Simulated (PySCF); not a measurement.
AlBr2, SMILES [Br][Al][Br], multiplicity 2.

The structure is a stationary point at B3LYP-D3(BJ)/def2-TZVP. The multiplicity is an assumed one; other spin states were not compared. The isomer is the one that the SMILES or the coordinates give; other isomers of the formula were not compared.

Two levels are set side by side: PBE/def2-TZVPD (PySCF) and r2SCAN/def2-TZVPD (PySCF). Same geometry, gas phase. Differences are taken from unrounded values.

```
quantity                     r2SCAN
---------------------------  ------
α-spin orbital gap (eV)        3.11
β-spin orbital gap (eV)        3.93
dipole moment (D)              1.38
mean polarisability (bohr³)    78.4
```

Q: What does PBE give, and how far is it from r2SCAN? (The exact figures need the calculation; the answer reports its results.)

A: 
| quantity | PBE | PBE minus r2SCAN |
|---|---|---|
| α-spin orbital gap (eV) | 2.76 | -0.35 |
| β-spin orbital gap (eV) | 3.11 | -0.82 |
| dipole moment (D) | 1.28 | -0.10 |
| mean polarisability (bohr³) | 81.7 | 3.3 |

Rough cost on one machine, each run with all the roots and properties that it gave: r2SCAN against PBE within a factor of 2.
